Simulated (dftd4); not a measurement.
C₇H₁₅O, charge +1, singlet, geometry from GFN2-xTB; D4 for r2scan (dftd4).

The dftd4 input:
```
$ dftd4 mol.xyz --func r2scan --charge 1 --json dftd4.json --noedisp

# file mol.xyz
23

C      4.00968992    -0.06470166     0.26845825
C      2.66327073    -0.42925903    -0.34447779
C      1.51989346     0.22483959     0.43490336
C      0.17478148    -0.13893378    -0.18559280
C     -0.98838738     0.52570477     0.62496721
C     -2.22024204     0.15964867    -0.06346023
C     -2.94335921    -1.06716060     0.27031819
O     -2.68391435     0.84801911    -1.03355735
H      4.16533168     1.01092404     0.24800057
H      4.81065858    -0.53697897    -0.29326076
H      4.06884274    -0.40312467     1.29966351
H      2.53960688    -1.51335776    -0.33379541
H      2.63477745    -0.09805491    -1.38400101
H      1.65516572     1.30755205     0.42788187
H      1.55273665    -0.11199803     1.47186014
H      0.05074078    -1.22183028    -0.17864887
H      0.14811183     0.20060750    -1.22254534
H     -0.81838849     1.60434754     0.63354542
H     -0.95460577     0.13699382     1.64154938
H     -3.57564966    -1.39507534    -0.55279984
H     -3.60083488    -0.85200672     1.12007700
H     -2.27368317    -1.85917911     0.59940602
H     -2.22537731     1.68620017    -1.23917103
```

Question: Write the output that dftd4 gives for this input, abridged.

Answer: 
```
                    ____  _____ _____     ____  _  _
      -------------|  _ \|  ___|_   _|---|  _ \| || |------------
     |             | | | | |_    | | ___ | | | | || |_           |
     |             | |_| |  _|   | ||___|| |_| |__   _|          |
     |             |____/|_|     |_|     |____/   |_|            |
     |             ===================================           |
     |            E. Caldeweyher, S. Ehlert & S. Grimme          |
     |          Mulliken Center for Theoretical Chemistry        |
     |                    University of Bonn                     |
      -----------------------------------------------------------

Rational (Becke-Johnson) damping: r2scan-D4-ATM
---------------------
  s6         1.0000
  s8         0.6019
  s9         1.0000
  a1         0.5156
  a2         5.7734
 alp        16.0000
--------------------

Dispersion energy:      -4.3538870641654E-03 Eh

[Info] JSON dump of results written to 'dftd4.json'
```
